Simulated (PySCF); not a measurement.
A run for PySCF: R-HF/3-21G on CH4OSn (SMILES [CH3][Sn][OH]), a point of a bond scan (R = 1.445 Å).

```python
from pyscf import gto, scf, dft, mp
from pyscf.data.elements import chemcore

mol = gto.M(
    atom='''
    Sn    0.02238006   -0.06360862    0.38858019
    C     0.41947667    1.60722086   -0.98166041
    H    -0.20201734    2.46931644   -0.72594186
    H     0.20079564    1.28779189   -2.00052818
    H     1.46422512    1.92099925   -0.91166492
    O    -0.53752719   -1.25054683   -1.13046981
    H    -0.92920961   -2.57966722   -0.72049560
    ''',
    basis='3-21g',
    charge=0, spin=0, verbose=3, max_memory=1800)
mf = scf.RHF(mol)
mf.conv_tol = 1e-8
mf.max_cycle = 100
mf.kernel()
if not mf.converged:
    mf = mf.newton().run(mf.mo_coeff, mf.mo_occ)
```

Question: What total energy does the run end on?

Answer: -6110.6295 hartree.
